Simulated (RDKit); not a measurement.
Job for RDKit: UFF on CH3NO (a complex), monomers drawn apart or pushed together.

```python
from rdkit import Chem
from rdkit.Chem import AllChem, rdDetermineBonds

blocks = [
'''4

N    -0.12997870   -0.12656687   -0.16964625
H    -0.35564715    0.83948725    0.03754899
H    -0.91526728   -0.69402891    0.12766004
H     0.66495904   -0.38287252    0.40425204
''',
'''2

C     0.61920434   -0.14260249    4.33964160
O    -0.25064880    0.20076441    4.96496227
''',
]
mol = None
for b in blocks:
    f = Chem.MolFromXYZBlock(b)
    rdDetermineBonds.DetermineBonds(f, charge=0)
    mol = f if mol is None else Chem.CombineMols(mol, f)
Chem.SanitizeMol(mol)
print(Chem.MolToSmiles(Chem.RemoveHs(mol)))
ff = AllChem.UFFGetMoleculeForceField(mol, vdwThresh=100.0, ignoreInterfragInteractions=False)
e = ff.CalcEnergy()
print(f'UFF energy {e:.6f} kcal/mol')
```

The log:

```
N.[C-]#[O+]
UFF energy 1.395287 kcal/mol
```

The run finished.

Cost: around 0.010 core-seconds (rough).
